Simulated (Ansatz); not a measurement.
Geometry optimisation, DFT LDA, scalar-relativistic, plane waves, PAW in Ansatz.

The input (input.yaml):

```yaml
accuracy: low
crystal:
  lattice:
    - [0.0, 5.43, 5.43]
    - [5.43, 0.0, 5.43]
    - [5.43, 5.43, 0.0]
  atoms:
    - { symbol: Si, position: [0.0, 0.0, 0.0] }
    - { symbol: Si, position: [0.125, 0.125, 0.125] }
    - { symbol: Si, position: [0.0, 0.0, 0.5] }
    - { symbol: Si, position: [0.125, 0.125, 0.625] }
    - { symbol: Si, position: [0.0, 0.5, 0.0] }
    - { symbol: Si, position: [0.125, 0.625, 0.125] }
    - { symbol: Si, position: [0.0, 0.5, 0.5] }
    - { symbol: Si, position: [0.125, 0.625, 0.625] }
    - { symbol: Si, position: [0.5, 0.0, 0.0] }
    - { symbol: Si, position: [0.625, 0.125, 0.125] }
    - { symbol: Si, position: [0.5, 0.0, 0.5] }
    - { symbol: Si, position: [0.625, 0.125, 0.625] }
    - { symbol: Si, position: [0.5, 0.5, 0.0] }
    - { symbol: Si, position: [0.625, 0.625, 0.125] }
    - { symbol: Si, position: [0.5, 0.5, 0.5] }
    - { symbol: Si, position: [0.625, 0.625, 0.625] }
    - { symbol: O, position: [0.2525211, 0.7498131, 0.2409773], spin: 1.0 }
magnetization:
  spin_polarized: true
basis:
  ecutwfc: 420.0
kpoints:
  mp_grid: { grid: [2, 2, 2] }
hamiltonian:
  xc: lda
  pseudopotentials: { kind: paw, azcp: { folder: soft_1 } }
scf:
  occupations: { method: fermi_dirac, width: 0.02 }
  lower_state_search: "off"
relax:
  f_tol: 0.08
  max_steps: 25
  adjacent_minimum: "off"
output:
  write_density: true
  write_potential: true
  elf: true
  volumetric_format: npy
```

Command:

```bash
$ ansatz run input.yaml --threads 1 --pin off --max-ram 3072MiB --backend cpu --events-out ev --progress --plain --runs-dir out
```

Task: Where does it end, and by what steps?

Result: The forces met the threshold. The threshold is loose, so the end isn't yet a minimum. The force dipped under the threshold on the way, but the program's further checks kept it going. Limits of this set-up: coarse k mesh, PAW files made for another functional, a small cell, in which the defect meets its images, low accuracy level. After 8 steps the energy has fallen by 1.453 eV; O17 moved furthest, 0.79 Å. Joined: Si2–O17 (2.35 → 1.87 Å), Si6–O17 (2.31 → 1.90 Å), Si14–O17 (2.34 → 1.89 Å).

```csv
step,energy less start (eV),largest force component (eV/Å),accepted
0,0.0000,0.485,yes
1,-0.0954,0.375,yes
2,-0.6578,1.057,yes
3,-1.1276,0.755,yes
4,-1.3393,0.516,yes
5,-1.3952,0.207,yes
6,-1.4251,0.113,yes
7,-1.4513,0.071,yes
8,-1.4528,0.072,yes
```

```xyz
17
Lattice="0.0000 5.4300 5.4300 5.4300 0.0000 5.4300 5.4300 5.4300 0.0000" Properties=species:S:1:pos:R:3
Si 0.069 -0.208 -0.071
Si 1.103 1.517 1.195
Si 2.669 2.740 -0.026
Si 4.100 4.006 1.331
Si 2.808 0.107 2.628
Si 4.219 1.503 4.315
Si 5.451 2.734 2.764
Si 6.890 4.175 3.965
Si 0.070 2.789 2.924
Si 1.496 4.212 3.935
Si 2.846 5.563 2.580
Si 4.100 6.814 4.137
Si 2.512 2.786 5.357
Si 4.228 3.821 6.627
Si 5.454 5.382 5.404
Si 6.721 6.817 6.758
O 4.945 2.222 5.921
```

The run took 3 min on 1 thread of Arm Neoverse V1, on a shared host, peak memory 0.62 GiB.
